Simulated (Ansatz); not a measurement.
`CC(C)[CH2][Ge]([Cl])([Cl])[Cl]`, relaxed with RKS PBE-D4/def2-SVP in Ansatz from a rough embedded geometry. The force threshold is 0.03 eV/Å; the program also tests the step.

Charge 0, multiplicity 1.

Start:

```xyz
17

C    -0.233   -1.676    1.295
C     0.292   -0.425    0.481
C     1.188   -0.854   -0.715
C    -0.993    0.450    0.043
Ge   -0.429    2.171   -0.682
Cl   -2.144    3.489   -0.571
Cl    0.094    1.974   -2.781
Cl    1.180    3.055    0.413
H     0.672   -2.268    1.572
H    -0.827   -2.324    0.598
H    -0.770   -1.373    2.133
H     0.891    0.186    1.155
H     0.594   -1.388   -1.490
H     1.638    0.014   -1.219
H     1.973   -1.531   -0.364
H    -1.537   -0.129   -0.758
H    -1.590    0.629    0.892
```

How much energy does the relaxation release, and in how many steps? (An estimate is asked.)

Computed: 8.16 kcal/mol, in 4 steps.

Which bonds change most? (Best estimate.)

Ansatz gave: C2–C4 from 1.615 to 1.539 Å; C1–H11 from 1.040 to 1.109 Å; C4–H17 from 1.053 to 1.110 Å; C1–C2 from 1.582 to 1.536 Å.

Give the relaxed structure. (Best estimate.)

Computed: 
```xyz
17

C    -0.209   -1.688    1.247
C     0.285   -0.449    0.486
C     1.171   -0.843   -0.702
C    -0.917    0.410    0.057
Ge   -0.463    2.154   -0.716
Cl   -2.153    3.508   -0.592
Cl    0.103    2.037   -2.810
Cl    1.196    3.061    0.353
H     0.646   -2.301    1.599
H    -0.837   -2.331    0.595
H    -0.815   -1.411    2.134
H     0.899    0.162    1.186
H     0.592   -1.412   -1.459
H     1.607    0.039   -1.213
H     2.012   -1.484   -0.370
H    -1.538   -0.103   -0.709
H    -1.579    0.650    0.916
```
